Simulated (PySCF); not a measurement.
## Shapes and spin states of TcF4

These are results of B3LYP in PySCF with Tc def2-SVP with ECP28, F def2-SVP; scalar-relativistic core potentials, no spin–orbit coupling; density-fitted integrals, not measurements.

Relaxations began from a few typed shapes and spin states; open shells are unrestricted. The search is not exhaustive: other isomers or separated fragments can lie lower, and high-lying points may rest on an excited occupation.

| spin | group | bonds | angles | imaginary modes (cm⁻¹) | ΔE (kJ/mol) | ΔE with ZPE (kJ/mol) |
| --- | --- | --- | --- | --- | --- | --- |
| quartet | D4h | Tc–F 1.843 Å (×4) | F–Tc–F 90.0° (×4), F–Tc–F 180.0° (×2) | none | 0.0 | 0.0 |
| quartet | C2v | Tc–F 1.820 Å (×2), Tc–F 1.882 Å (×2) | F–Tc–F 97.2° (×4), F–Tc–F 116.4°, F–Tc–F 152.7° | 52i | 10.4 | – |
| doublet | D2d | Tc–F 1.840 Å (×4) | F–Tc–F 98.5° (×2), F–Tc–F 115.2° (×4) | 140i | 34.1 | – |
| doublet (⟨S²⟩ 1.41) | C2 | Tc–F 1.815 Å (×2), Tc–F 1.855 Å (×2) | F–Tc–F 90.6° (×2), F–Tc–F 96.7° (×2), F–Tc–F 135.7°, F–Tc–F 160.7° | none | 57.8 | 57.9 |
| broken-symmetry Ms = 1/2 (⟨S²⟩ 1.75) | C2v | Tc–F 1.817 Å (×2), Tc–F 1.882 Å (×2) | F–Tc–F 96.7° (×4), F–Tc–F 119.7°, F–Tc–F 153.0° | 47i | 72.4 | – |

The lowest minimum found is the quartet D4h: Tc–F 1.843 Å (×4); F–Tc–F 90.0° (×4), F–Tc–F 180.0° (×2).

Formally Tc is in oxidation state +4, d3, with 3 unpaired electrons (the high-spin count). The Mulliken spin on Tc is 2.69. The polar-tensor charge on Tc, 2.49, is below the formal one.

For the lowest minimum: open d and f shells are described by one determinant, and the ground state may have another occupation or spin.
